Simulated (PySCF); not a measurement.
# Radial density of Te⁺ (tellurium, charge +1)

UHF, [Kr] 4d10 5s2 5p3, high-spin 4S determinant. All numbers are calculated (PySCF 2.14, scalar relativity by spin-free X2C-1e, in aug-cc-pwCVTZ-DK3).

| r (bohr) | 4πr²ρ (e/bohr) | 4πr²(ρα − ρβ) |
| --- | --- | --- |
| 0.0279 | 62.27 | 0.0225 |
| 0.0470 | 61.65 | 0.0548 |
| 0.0790 | 86.01 | 0.0421 |
| 0.133 | 67.05 | -0.0151 |
| 0.224 | 70.54 | 0.1097 |
| 0.376 | 42.33 | -0.0009 |
| 0.632 | 25.24 | 0.2651 |
| 1.06 | 15.67 | -0.0385 |
| 1.79 | 4.045 | 1.4186 |
| 3.01 | 1.315 | 0.9364 |
| 5.06 | 0.05903 | 0.0513 |
| 8.52 | 3.928e-05 | 0.0000 |

Densities and radii are taken from the X2C orbitals without a picture-change correction, which distorts them close to the nucleus.

(1) Where is the radial spin density 4πr²(ρα − ρβ) most negative, and why is it negative at all?

## Answers

(1) Around r = 1.06 bohr, down to -0.0385 e/bohr: exchange with the open shell polarises the paired shells in an unrestricted calculation.
